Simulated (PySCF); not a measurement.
C4H16N2OSi2.
Cartesian coordinates in Å at the GFN2-xTB level; atoms count from 1:
```xyz
25
C4H16N2OSi2 angstrom
C      3.0144   -0.1412   -0.9303
C      2.9150   -0.4643    0.5550
C      1.6227    0.0826    1.1593
O      0.5192   -0.5662    0.6066
Si    -0.8492    0.1448    0.0836
N     -0.4264    1.5088   -0.9034
Si    -2.1743    0.9685    1.7789
N     -1.4954   -1.1710   -0.8355
C     -2.8405   -1.1159   -1.3467
H      3.9118   -0.5802   -1.3599
H      2.1476   -0.5420   -1.4497
H      3.0471    0.9360   -1.0823
H      2.9293   -1.5463    0.6952
H      3.7613   -0.0341    1.0939
H      1.6161   -0.0875    2.2445
H      1.5571    1.1612    0.9812
H      0.3172    1.3924   -1.5764
H     -1.1589    2.0675   -1.3092
H     -2.5210   -0.0440    2.7891
H     -1.5943    2.0825    2.5418
H     -3.4696    1.4581    1.2810
H     -1.2504   -2.1002   -0.5278
H     -3.0178   -0.1210   -1.7516
H     -3.6013   -1.3057   -0.5788
H     -2.9706   -1.8440   -2.1495
```

Computed at PBE0/pcSseg-1 (PySCF, non-relativistic), with Q(17O) = −0.0256 b, Q(14N) = 0.02044 b: O4, 17O (I = 5/2): χzz = -9.836 MHz, η = 0.421; N6, 14N (I = 1): χzz = -4.392 MHz, η = 0.358; N8, 14N (I = 1): χzz = -4.709 MHz, η = 0.429.

Task: Find the zero-field quadrupole resonance frequencies of 17O at O4.

Result: From the eigenvalues of H = χ/[4I(2I − 1)] × [3Iz² − I(I + 1) + η(Ix² − Iy²)], steps between neighbouring levels, labelled as for η = 0: ±1/2↔±3/2 1.736 MHz, ±3/2↔±5/2 2.857 MHz (silyl ether oxygen).

Task: Where would the pure quadrupole (NQR) lines of 14N at N6 fall for the rigid, isolated species?

Result: From ν± = (3/4)|χ|(1 ± η/3) and ν0 = |χ|η/2: ν+ 3.688 MHz, ν− 2.901 MHz, ν0 0.787 MHz (silicon-bound nitrogen).

Task: Find the zero-field quadrupole resonance frequencies of 14N at N8.

Result: From ν± = (3/4)|χ|(1 ± η/3) and ν0 = |χ|η/2: ν+ 4.037 MHz, ν− 3.027 MHz, ν0 1.011 MHz (silicon-bound nitrogen).

In a crystal, neighbours and librations shift these lines. GFN2-xTB bond lengths can be off by several hundredths of an ångström, more for odd bonds, and the gradients follow them. The small basis limits the accuracy of the gradients.

One conformer stands for the species.
